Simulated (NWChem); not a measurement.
System: CH4BeO; SMILES [BeH][O]C

NWChem input:

```
start job
memory heap 200 mb stack 900 mb global 1100 mb
geometry units angstroms noautoz
  Be    -0.012231     1.643562    -0.002768
  H     -0.032232     2.982477    -0.006257
  O      0.008451     0.240649     0.001508
  C     -0.004052    -1.143023    -0.000636
  H      0.891072    -1.555315     0.517670
  H     -0.906362    -1.539356     0.517734
  H     -0.007328    -1.544944    -1.039114
end
basis spherical
  * library def2-tzvp
end
dft
  xc mpw1k
  iterations 150
  mulliken
end
task dft energy
```

The geometry was optimised at PBE-D3(BJ)/def2-SVP.

Problem. What results follow from this input? (MPW1K/def2-TZVP.) Quantities: energy (Ha); highest occupied level (eV); orbital gap (eV); dipole (D).

Solution. 
```json
{
  "energy (Ha)": "-130.52",
  "highest occupied level (eV)": "-9.53",
  "orbital gap (eV)": "10.26",
  "dipole (D)": "1.52"
}
```
